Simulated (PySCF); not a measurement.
PySCF job for C₂H₆BFO, SMILES FB(C)CO, ωB97X-D3(BJ)/def2-SVP. 

```python
import numpy as np
from pyscf import gto, scf, dft
from pyscf.geomopt import geometric_solver

mol = gto.M(
    atom='''
    C     1.61820292   -0.31725845   -0.38790557
    B     0.36819865    0.14512345    0.44063470
    F     0.51800524    0.63024113    1.66520600
    C    -1.13020443    0.07884313   -0.09878846
    O    -1.21715795   -0.46763606   -1.40686402
    H     1.50984126   -1.35773012   -0.68670136
    H     1.68259007    0.24349303   -1.31818233
    H     2.55530674   -0.20544690    0.15003186
    H    -1.73949790   -0.51475665    0.60138065
    H    -1.56095782    1.09289699   -0.08332124
    H    -2.14105024   -0.48466354   -1.67815859
    ''',
    basis='def2-SVP',
    charge=0,
    spin=0,
    max_memory=1600,
    verbose=3,
)
mf = dft.RKS(mol, xc='wb97x-d3bj').density_fit(auxbasis='def2-universal-jkfit')
mf.grids.level = 3
mf.conv_tol = 1e-9
mf.max_cycle = 100
mf.kernel()
grad = mf.nuc_grad_method()
grad.grid_response = mol.nao <= 150
conv, mol_eq = geometric_solver.kernel(grad, convergence_set='GAU_TIGHT', maxsteps=100)
print(mol_eq.tostring(format='xyz'))
mf.reset(mol_eq)
mf.kernel()
```

It prints:

```
converged SCF energy = -279.671688517801
[banner and settings of the optimiser left out]
Geometry optimization cycle 1
Cartesian coordinates (Angstrom)
 Atom        New coordinates             dX        dY        dZ
   C   1.618203  -0.317258  -0.387906   -0.000000  0.000000  0.000000
   B   0.368199   0.145123   0.440635    0.000000  0.000000  0.000000
   F   0.518005   0.630241   1.665206    0.000000  0.000000  0.000000
   C  -1.130204   0.078843  -0.098788    0.000000  0.000000  0.000000
   O  -1.217158  -0.467636  -1.406864    0.000000  0.000000  0.000000
   H   1.509841  -1.357730  -0.686701    0.000000  0.000000  0.000000
   H   1.682590   0.243493  -1.318182    0.000000  0.000000  0.000000
   H   2.555307  -0.205447   0.150032    0.000000  0.000000  0.000000
   H  -1.739498  -0.514757   0.601381    0.000000  0.000000  0.000000
   H  -1.560958   1.092897  -0.083321    0.000000  0.000000  0.000000
   H  -2.141050  -0.484664  -1.678159    0.000000  0.000000  0.000000

WARN: Mole.unit (angstrom) is changed to Bohr

converged SCF energy = -279.671688517805
--------------- DFRKS_Scanner gradients ---------------
         x                y                z
0 C     0.0052295888    -0.0033135035    -0.0073836900
1 B     0.0052682404     0.0059615317     0.0161328093
2 F    -0.0009109513    -0.0045681033    -0.0112703037
3 C    -0.0000055333     0.0039307203     0.0090105829
4 O    -0.0066061927     0.0011390320     0.0009033258
5 H     0.0030413002     0.0098162270     0.0028831646
6 H     0.0013868818    -0.0056556703     0.0089042999
7 H    -0.0080222085    -0.0014279711    -0.0056804642
8 H     0.0011708134     0.0014716519    -0.0076600673
9 H     0.0002884620    -0.0067428337    -0.0042674435
10 H    -0.0008403744    -0.0006110877    -0.0015722328
----------------------------------------------
cycle 1: E = -279.671688518  dE = -279.672  norm(grad) = 0.0341002
Step    0 : Gradient = 1.028e-02/1.799e-02 (rms/max) Energy = -279.6716885178
[...]
   C   1.604329  -0.241591  -0.441493   -0.000062 -0.002041  0.001078
   B   0.365138   0.171534   0.418653   -0.000084 -0.000478  0.000299
   F   0.531983   0.723128   1.630961   -0.000203 -0.000865  0.000487
   C  -1.132762   0.007277  -0.060994    0.000037  0.001564 -0.000792
   O  -1.188397  -0.585834  -1.343873    0.000175  0.001815 -0.000917
   H   1.424027  -1.211678  -0.930556   -0.000843 -0.002043  0.001359
   H   1.697383   0.489246  -1.265758    0.001020 -0.002478  0.000812
   H   2.549379  -0.258724   0.120701   -0.000333 -0.002817  0.001504
   H  -1.669279  -0.589724   0.708732   -0.001261  0.002131 -0.001251
   H  -1.606973   1.012893  -0.035857    0.001307  0.002165 -0.000982
   H  -2.111340  -0.673238  -1.602534    0.000244  0.003074 -0.001592
converged SCF energy = -279.673220477549
--------------- DFRKS_Scanner gradients ---------------
         x                y                z
0 C    -0.0000000248     0.0000028013    -0.0000026080
1 B    -0.0000001050     0.0000004831     0.0000001057
2 F     0.0000003633     0.0000008573    -0.0000004289
3 C    -0.0000000786    -0.0000054223     0.0000023187
4 O     0.0000001647     0.0000006086     0.0000001085
5 H    -0.0000010029    -0.0000000060     0.0000007998
6 H     0.0000009757    -0.0000013116     0.0000004886
7 H    -0.0000005057    -0.0000006580     0.0000004979
8 H    -0.0000011099     0.0000011038    -0.0000019441
9 H     0.0000006191     0.0000016687     0.0000004360
10 H     0.0000007014    -0.0000001289     0.0000002305
----------------------------------------------
cycle 51: E = -279.673220478  dE = -4.49006e-09  norm(grad) = 8.17265e-06
Step   50 : Displace = 3.264e-04/6.380e-04 (rms/max) Trust = 3.000e-01 (=) Grad = 2.464e-06/5.898e-06 (rms/max) E (change) = -279.6732204775 (-4.490e-09) Quality = 1.639
Hessian Eigenvalues: 1.46179e-04 1.92349e-04 3.67192e-04 ... 5.23148e-01 5.63338e-01 6.02629e-01

Geometry optimization cycle 52
Cartesian coordinates (Angstrom)
 Atom        New coordinates             dX        dY        dZ
   C   1.604384  -0.241083  -0.441399    0.000056  0.000508  0.000094
   B   0.365001   0.171193   0.418877   -0.000137 -0.000341  0.000224
   F   0.531563   0.722037   1.631563   -0.000419 -0.001091  0.000603
   C  -1.132802   0.006872  -0.061054   -0.000040 -0.000405 -0.000060
   O  -1.188144  -0.585374  -1.344346    0.000253  0.000460 -0.000473
   H   1.424478  -1.211045  -0.930863    0.000451  0.000634 -0.000307
   H   1.697120   0.490116  -1.265381   -0.000263  0.000870  0.000377
   H   2.549444  -0.258066   0.120781    0.000065  0.000658  0.000080
   H  -1.669194  -0.590835   0.708217    0.000085 -0.001111 -0.000515
   H  -1.607327   1.012319  -0.035262   -0.000354 -0.000574  0.000595
   H  -2.111038  -0.672859  -1.603155    0.000302  0.000379 -0.000622
converged SCF energy = -279.673220479162
--------------- DFRKS_Scanner gradients ---------------
         x                y                z
0 C     0.0000006436     0.0000014810     0.0000000830
1 B    -0.0000005345    -0.0000010457    -0.0000020277
2 F     0.0000003243     0.0000008713     0.0000016395
3 C    -0.0000003767    -0.0000013090     0.0000008708
4 O    -0.0000002735     0.0000001322    -0.0000004210
5 H    -0.0000009170     0.0000001090     0.0000002838
6 H     0.0000001702    -0.0000003499     0.0000002751
7 H     0.0000000914    -0.0000002165    -0.0000004684
8 H    -0.0000000457     0.0000000161    -0.0000003732
9 H     0.0000003993     0.0000003241    -0.0000001330
10 H     0.0000005096    -0.0000000107     0.0000002707
----------------------------------------------
cycle 52: E = -279.673220479  dE = -1.61322e-09  norm(grad) = 4.09055e-06
Step   51 : Displace = 1.670e-04/3.140e-04 (rms/max) Trust = 3.000e-01 (=) Grad = 1.233e-06/2.343e-06 (rms/max) E (change) = -279.6732204792 (-1.613e-09) Quality = 1.119
Hessian Eigenvalues: 1.32289e-04 1.99240e-04 4.76085e-04 ... 5.24345e-01 5.63119e-01 6.02362e-01

Geometry optimization cycle 53
Cartesian coordinates (Angstrom)
 Atom        New coordinates             dX        dY        dZ
   C   1.604379  -0.241961  -0.440770   -0.000005 -0.000878  0.000629
   B   0.364892   0.170847   0.419101   -0.000110 -0.000346  0.000224
   F   0.531264   0.721248   1.632011   -0.000299 -0.000789  0.000447
   C  -1.132804   0.007549  -0.061518   -0.000002  0.000676 -0.000464
   O  -1.187946  -0.584297  -1.345005    0.000198  0.001077 -0.000659
   H   1.424276  -1.211954  -0.930110   -0.000202 -0.000909  0.000752
   H   1.697541   0.489039  -1.264879    0.000421 -0.001077  0.000503
   H   2.549290  -0.259181   0.121651   -0.000154 -0.001116  0.000870
   H  -1.669847  -0.590087   0.707358   -0.000652  0.000748 -0.000858
   H  -1.606779   1.013249  -0.035629    0.000548  0.000930 -0.000367
   H  -2.110782  -0.671165  -1.604232    0.000256  0.001694 -0.001077
converged SCF energy = -279.67322048012
--------------- DFRKS_Scanner gradients ---------------
         x                y                z
0 C     0.0000008978    -0.0000012824     0.0000018410
1 B    -0.0000001634     0.0000001860     0.0000015183
2 F    -0.0000000594    -0.0000003787    -0.0000005612
3 C    -0.0000004015     0.0000032164    -0.0000011329
4 O    -0.0000001458    -0.0000008199    -0.0000005827
5 H    -0.0000001679    -0.0000002242    -0.0000003016
6 H    -0.0000006481     0.0000008482    -0.0000001784
7 H     0.0000005568    -0.0000000311    -0.0000008180
8 H     0.0000007501    -0.0000008253     0.0000008664
9 H    -0.0000002235    -0.0000008458    -0.0000005409
10 H    -0.0000003809     0.0000001463    -0.0000001164
----------------------------------------------
cycle 53: E = -279.67322048  dE = -9.57129e-10  norm(grad) = 5.20042e-06
Step   52 : Displace = 2.775e-04/5.258e-04 (rms/max) Trust = 3.000e-01 (=) Grad = 1.568e-06/3.434e-06 (rms/max) E (change) = -279.6732204801 (-9.571e-10) Quality = 1.265
Hessian Eigenvalues: 1.88615e-04 1.98656e-04 5.04346e-04 ... 5.23908e-01 5.63440e-01 6.02311e-01

Geometry optimization cycle 54
Cartesian coordinates (Angstrom)
 Atom        New coordinates             dX        dY        dZ
   C   1.604380  -0.241645  -0.441004    0.000001  0.000316 -0.000233
   B   0.364935   0.171018   0.418998    0.000043  0.000171 -0.000102
   F   0.531386   0.721645   1.631796    0.000121  0.000397 -0.000215
   C  -1.132803   0.007313  -0.061346    0.000001 -0.000236  0.000171
   O  -1.188022  -0.584744  -1.344731   -0.000076 -0.000448  0.000274
   H   1.424386  -1.211710  -0.930237    0.000110  0.000243 -0.000127
   H   1.697334   0.489303  -1.265180   -0.000207  0.000265 -0.000301
   H   2.549356  -0.258657   0.121316    0.000066  0.000524 -0.000335
   H  -1.669609  -0.590306   0.707706    0.000238 -0.000219  0.000347
   H  -1.606978   1.012924  -0.035543   -0.000199 -0.000326  0.000086
   H  -2.110880  -0.671856  -1.603798   -0.000098 -0.000692  0.000435
converged SCF energy = -279.673220479854
--------------- DFRKS_Scanner gradients ---------------
         x                y                z
0 C     0.0000000239     0.0000007022     0.0000002728
1 B    -0.0000003622    -0.0000012053    -0.0000018434
2 F     0.0000002769     0.0000010606     0.0000009682
3 C     0.0000000795    -0.0000002828     0.0000011803
4 O     0.0000001758     0.0000000747    -0.0000001286
5 H    -0.0000002080     0.0000000340     0.0000002424
6 H     0.0000000502    -0.0000000094     0.0000000281
7 H     0.0000000993     0.0000000088    -0.0000002265
8 H     0.0000001639     0.0000000874    -0.0000002958
9 H     0.0000001006    -0.0000000415    -0.0000002309
10 H    -0.0000004138    -0.0000004306     0.0000000403
----------------------------------------------
cycle 54: E = -279.67322048  dE = 2.6597e-10  norm(grad) = 3.15194e-06
Step   53 : Displace = 5.137e-05/1.011e-04 (rms/max) Trust = 3.000e-01 (=) Grad = 9.503e-07/2.232e-06 (rms/max) E (change) = -279.6732204799 (+2.660e-10) Quality = -1.153
Poor-quality step dominated by net translation/rotation detected; will project out net forces and torques past this point.
Not rejecting step - energy change meets convergence criteria
Hessian Eigenvalues: 1.88878e-04 4.43020e-04 8.57561e-04 ... 5.25161e-01 5.62945e-01 6.02246e-01

Geometry optimization cycle 55
Cartesian coordinates (Angstrom)
 Atom        New coordinates             dX        dY        dZ
   C   1.604384  -0.241816  -0.440835    0.000004 -0.000171  0.000168
   B   0.364889   0.170880   0.419078   -0.000046 -0.000138  0.000080
   F   0.531264   0.721305   1.631978   -0.000122 -0.000340  0.000182
   C  -1.132812   0.007435  -0.061470   -0.000009  0.000122 -0.000124
   O  -1.187948  -0.584418  -1.344953    0.000074  0.000326 -0.000222
   H   1.424344  -1.211811  -0.930192   -0.000042 -0.000100  0.000045
   H   1.697504   0.489208  -1.264925    0.000170 -0.000095  0.000255
   H   2.549296  -0.258988   0.121588   -0.000060 -0.000331  0.000272
   H  -1.669785  -0.590235   0.707426   -0.000176  0.000071 -0.000280
   H  -1.606866   1.013100  -0.035570    0.000112  0.000177 -0.000027
   H  -2.110785  -0.671374  -1.604147    0.000095  0.000483 -0.000349
converged SCF energy = -279.673220480054
--------------- DFRKS_Scanner gradients ---------------
         x                y                z
0 C    -0.0000000583     0.0000001789     0.0000003263
1 B    -0.0000003845    -0.0000008305    -0.0000025803
2 F     0.0000002321     0.0000002367     0.0000018115
3 C     0.0000000931     0.0000005993     0.0000002528
4 O    -0.0000000285     0.0000000045    -0.0000000045
5 H    -0.0000000375     0.0000000695     0.0000000170
6 H     0.0000000313     0.0000000255     0.0000001361
7 H    -0.0000000034    -0.0000001323     0.0000000246
8 H     0.0000000101    -0.0000000749     0.0000001277
9 H     0.0000000165    -0.0000002821    -0.0000000690
10 H     0.0000001657     0.0000002166    -0.0000000694
----------------------------------------------
cycle 55: E = -279.67322048  dE = -2.0043e-10  norm(grad) = 3.41936e-06
Step   54 : Displace = 2.566e-05/4.811e-05 (rms/max) Trust = 2.569e-05 (-) Grad = 1.023e-06/2.746e-06 (rms/max) E (change) = -279.6732204801 (-2.004e-10) Quality = 0.296
Hessian Eigenvalues: 1.88878e-04 4.43020e-04 8.57561e-04 ... 5.25161e-01 5.62945e-01 6.02246e-01
Converged! =D

11
XYZ from PySCF
C           1.60438419       -0.24181574       -0.44083550
B           0.36488866        0.17087969        0.41907838
F           0.53126380        0.72130462        1.63197782
C          -1.13281171        0.00743493       -0.06147045
O          -1.18794843       -0.58441833       -1.34495293
H           1.42434374       -1.21181087       -0.93019151
H           1.69750379        0.48920842       -1.26492498
H           2.54929577       -0.25898797        0.12158795
H          -1.66978467       -0.59023511        0.70742560
H          -1.60686623        1.01310010       -0.03556983
H          -2.11078493       -0.67137353       -1.60414652
converged SCF energy = -279.673220480159
```

The calculation finished and met its thresholds.
